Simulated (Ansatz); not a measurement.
```yaml
crystal:
  periodic: [false, false, false]
  atoms:
    - {symbol: Br, position_ang: [1.375343, -0.158473, -2.963213]}
    - {symbol: C, position_ang: [0.464561, 0.026804, -1.241137]}
    - {symbol: C, position_ang: [0.789791, -0.641133, -0.018919]}
    - {symbol: C, position_ang: [-0.128515, -0.246543, 1.082952]}
    - {symbol: C, position_ang: [-1.117056, 0.701788, 0.670752]}
    - {symbol: S, position_ang: [-0.943686, 1.126900, -1.062415]}
    - {symbol: H, position_ang: [1.646326, -1.378869, 0.081411]}
    - {symbol: H, position_ang: [-0.055002, -0.653593, 2.140864]}
    - {symbol: H, position_ang: [-1.938732, 1.174504, 1.291752]}
basis:
  gaussian: {orbitals: 6-31G, fitting: {mean_field: cc-pVTZ-jkfit}}
total_charge: 1
magnetization: {spin_polarized: true, initial_magnetization: 1}
hamiltonian: {xc: {name: HSE06}, dispersion: d3bj}
scf: {lower_state_search: off}
```

```sh
$ ansatz run in.yaml --threads 4 --pin off --events-out ev --progress --plain --max-ram 10444MiB
```

It prints (some lines left out):

```
Functional definition: HSE06
  name "HSE06"
  cite "Heyd, Scuseria & Ernzerhof, J. Chem. Phys. 118, 8207 (2003) doi:10.1063/1.1564060"
  cite "Krukau, Vydrov, Izmaylov & Scuseria, J. Chem. Phys. 125, 224106 (2006) doi:10.1063/1.2404663"
  cite "Heyd & Scuseria, J. Chem. Phys. 120, 7274 (2004) doi:10.1063/1.1668634"
  cite "Ernzerhof & Perdew, J. Chem. Phys. 109, 3313 (1998) doi:10.1063/1.476928"
  cite "Perdew, Burke & Ernzerhof, Phys. Rev. Lett. 77, 3865 (1996) doi:10.1103/PhysRevLett.77.3865"
  parent pbe
  parameter a = 0.25
  parameter omega = 0.11/bohr
  # The whole range is PBE's own exchange, as in plane waves. The composition of these papers is wPBEh.
  exchange = pbe_x - a*pbe_x_sr(omega) + a*exact_x_sr(omega)
  correlation = pbe_c
these checks for a lower state are left out or cut short: stability, starts, cluster_reference, orbital_swaps, neighbouring_geometries, increment
734 factors; integrals over basis functions are off by at most 2.9e-2 eV
734 factors; integrals over basis functions are off by at most 1.8e-7 eV
mean field evaluation 1: about -85027.4516 eV, gradient 4.4e1 eV
mean field evaluation 2: about -84980.0455 eV, gradient 8.5e1 eV
mean field evaluation 4: about -85038.6033 eV, gradient 1.0e1 eV
mean field evaluation 8: about -85039.2840 eV, gradient 3.7e-1 eV
mean field evaluation 16: about -85039.2827 eV, gradient 4.1e-3 eV
mean field -85039.28270564 eV, -3125.1359977362 hartree, gradient 7.3e-6 eV, S^2 0.764848; 0 other end points of the search recorded, 0 dependent functions left out
reference -85039.28273786 eV, -3125.1359989202 hartree; 39, 38 occupied and 45, 46 virtual orbitals, 734 factors
Total energy: -85039.49190474 eV, -3125.1436856615 hartree
Checks for a lower state left out: stability, starts, cluster_reference, orbital_swaps, neighbouring_geometries, increment
```

Hardware: 4 threads of an Arm Neoverse V1 on a shared host. Wall time 1.8 s, peak host memory 0.23 GiB.
